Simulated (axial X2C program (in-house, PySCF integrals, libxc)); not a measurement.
Spin–orbit effects down a group: molecules with Ga (ions), PBE0

All values come from calculations with an in-house relativistic program for diatomic molecules, spin-free (one-electron X2C) or two-component (2c: spin–orbit coupling with atomic mean-field Coulomb and Gaunt terms, which also bring small scalar terms), in Dyall basis sets with cores contracted in-house; open shells are unrestricted.

Basis sets: Ga dyall-cv3z, H dyall-v3z, Li dyall-cv3z, Na dyall-cv3z.

```json
{"molecule": "GaH⁺", "spin-free state": "M_S = 1/2, Λ = 0", "Re (Å)": "1.666", "ωe (cm⁻¹)": "1256.4", "De (eV)": "0.45", "2c state": "Ω = 1/2", "Re 2c (Å)": "1.666", "ωe 2c (cm⁻¹)": "1254.5", "De 2c (eV)": "0.45"}
{"molecule": "LiGa⁺", "spin-free state": "M_S = 1/2, Λ = 0", "Re (Å)": "3.058", "ωe (cm⁻¹)": "198.7", "De (eV)": "1.28", "2c state": "Ω = 1/2", "Re 2c (Å)": "3.058", "ωe 2c (cm⁻¹)": "198.6", "De 2c (eV)": "n/a"}
{"molecule": "NaGa⁺", "spin-free state": "M_S = 1/2, Λ = 0", "Re (Å)": "3.376", "ωe (cm⁻¹)": "107.6", "De (eV)": "1.01", "2c state": "Ω = 1/2", "Re 2c (Å)": "3.377", "ωe 2c (cm⁻¹)": "107.5", "De 2c (eV)": "n/a"}
```

**Question.** Work out the shifts from the spin-free to the two-component result.

**Answer.** 

```json
{"molecule": "GaH⁺", "2c state": "Ω = 1/2", "ΔRe (Å)": "0.000", "Δωe (cm⁻¹)": "-1.9", "ΔDe (eV)": "0.00"}
{"molecule": "LiGa⁺", "2c state": "Ω = 1/2", "ΔRe (Å)": "0.000", "Δωe (cm⁻¹)": "-0.1", "ΔDe (eV)": "n/a"}
{"molecule": "NaGa⁺", "2c state": "Ω = 1/2", "ΔRe (Å)": "0.001", "Δωe (cm⁻¹)": "-0.1", "ΔDe (eV)": "n/a"}
```

Shifts of one unit in the last digit are rounding.

Fragments in 2c: Ga+ + H, Ga + Li+, Ga + Na+. Each entry is the lowest single determinant of a limited PBE0 search at one distance. De goes to single-determinant-based atoms at the same level (for ions the charge split of lowest energy) and is withheld (n/a) where an atom does not fit its ground term or J level. Main or longest-lived isotopes. The functionals have no current term, which raises determinants with orbital currents.
